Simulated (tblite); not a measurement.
Species: C₅H₁₁NOSi₃.
Numbering: `[N:1]#[C:2][Si@@H:3]1[C@@H:4]([CH:5]=[O:6])[CH2:7][Si@H:8]1[CH2:9][SiH3:10]` (hydrogens: H11 on Si3; H12 on C4; H13 on C5; H14, H15 on C7; H16 on Si8; H17, H18 on C9; H19, H20, H21 on Si10)

Structure optimised with GFN2-xTB, isolated species.

Problem. What internal coordinates does the optimisation give?

Solution. 
```
                        bond  length (Å)
                       N1≡C2       1.147
                      C2–Si3       1.871
                      Si3–C4       1.981
                       C4–C5       1.460
                       C5=O6       1.212
                       C4–C7       1.540
                      C7–Si8       1.928
                      Si8–C9       1.896
                     C9–Si10       1.901
                     Si3–Si8       2.345
                     Si3–H11       1.470
                      C4–H12       1.087
                      C5–H13       1.109
                      C7–H14       1.090
                      C7–H15       1.089
                     Si8–H16       1.474
                      C9–H17       1.090
                      C9–H18       1.091
Si10–H19, Si10–H20, Si10–H21       1.465
```

Bonds in one row agree within 0.01 Å and their mean is given. A selection of angles:
```
       angle  degrees
   N1–C2–Si3    176.7
   C2–Si3–C4    103.6
  C2–Si3–Si8    117.0
  C2–Si3–H11    101.5
  C4–Si3–Si8     76.9
  C4–Si3–H11    113.3
 Si8–Si3–H11    137.0
   Si3–C4–C5    101.8
   Si3–C4–C7     99.7
  Si3–C4–H12    115.0
    C5–C4–C7    113.0
   C5–C4–H12    111.6
   C7–C4–H12    114.6
    C4–C5–O6    124.9
   C4–C5–H13    114.7
   O6–C5–H13    120.3
   C4–C7–Si8    101.9
   C4–C7–H14    110.6
   C4–C7–H15    109.9
  Si8–C7–H14    115.2
  Si8–C7–H15    111.9
  H14–C7–H15    107.2
   C7–Si8–C9    115.9
  C7–Si8–H16    113.5
  C9–Si8–H16    111.7
  Si3–Si8–C7     78.0
  Si3–Si8–C9    116.5
 Si3–Si8–H16    117.4
 Si8–C9–Si10    115.6
  Si8–C9–H17    108.0
  Si8–C9–H18    108.8
 Si10–C9–H17    109.0
 Si10–C9–H18    108.9
  H17–C9–H18    106.3
 C9–Si10–H19    109.1
H19–Si10–H20    110.3
```

Torsions: C2–Si3–C4–C5 143° (anticlinal); Si3–C4–C5–O6 81° (synclinal); Si3–C4–C7–Si8 -17° (synperiplanar); C4–C7–Si8–C9 -99° (anticlinal); C7–Si8–C9–Si10 158° (antiperiplanar); C2–Si3–Si8–C7 87° (synclinal).

Si8 (SiH silicon) has angles from 78.0° to 117.4°. Si10 (SiH3 silicon) is tetrahedral (angles from 108.9° to 110.3°). The 2 C–C bonds span 1.460 Å (C4–C5, drawn single) to 1.540 Å (C4–C7, drawn single), a spread of 0.080 Å. The 4-membered ring Si3–C4–C7–Si8 has internal angles of 76.9° to 101.9° (sum 356°, against 360° for a flat polygon); it is puckered, 0.11 Å rms from its mean plane, widest ring torsion 17°. Si3 (SiH silicon) has angles from 76.9° to 137.0°. The 5 C–Si bonds span 1.871 Å (C2–Si3, drawn single) to 1.981 Å (Si3–C4, drawn single), a spread of 0.110 Å. Of the pairs four or more bonds apart, O6···H17 is among the closest relative to their van der Waals radii: 2.48 Å, 91 % of the sum of Bondi's values.

Point group: C1 (no symmetry element, even within 0.4 Å). Its GFN2-xTB frequencies are all real (lowest 36 cm⁻¹). The numbers are those of one conformer.

These are computed values.
